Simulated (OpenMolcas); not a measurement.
**Se2+: the spin-orbit constant, worked from levels**

```yaml
Program: OpenMolcas 26.06
Basis: ANO-RCC-VQZP [7s6p4d2f1g]
Scalar_Hamiltonian: DKH2, point nucleus
Active_space: 4 electrons in 4 orbitals (4s 4p)
State_averaging: 2S+1 = 3 even, 6 roots; 2S+1 = 1 even, 11 roots; 2S+1 = 5 odd, 1 root; 2S+1 = 3 odd, 9 roots; 2S+1 = 1 odd, 8 roots
Spin-orbit_coupling: state interaction with AMFI integrals over the reference wave functions, term energies averaged over their components
```

Methods: CASSCF; MS-CASPT2, IPEA 0.25 Eh, imaginary shift 0.1 Eh (closed shells correlated: 3d). Measured levels: Moore, Atomic Energy Levels, vol. II, NSRDS-NBS 35 (1971 reprint of NBS Circular 467, 1952).

**The spin-orbit constant.** For the Hund term 3P of p2, E(J) = (A/2) J(J+1) + constant and ζ = 2S·A = 2A. From J = 0 to J = 2 the energy changes by 3 A.

| Source | E(2) - E(0) | A | ζ |
| --- | --- | --- | --- |
| CASSCF | 3563.4 | 1187.8 | 2376 |
| MS-CASPT2 | 3503.6 | 1167.9 | 2336 |
| measured | 3937.0 | 1312.3 | 2625 |

All in cm-1. MS-CASPT2 is off by -11.0 % and CASSCF by -9.5 %. Both methods take the spin-orbit matrix elements from the reference wave functions, so the second can move ζ only through the term energies and any multistate remixing. Second-order mixing with other terms is absorbed into this ζ.

Over all roots computed the reference weight is 0.86 to 0.98 in MS-CASPT2; the roots of lowest weight are the least certain, and an intruder state may touch them. Computed and measured levels are paired by configuration, term and J; levels that our copy of the source lacks, or whose pairing is in doubt (as where it misses far off the trend of its configuration), stay unpaired and out of the deviations. Only configurations of the active space appear.
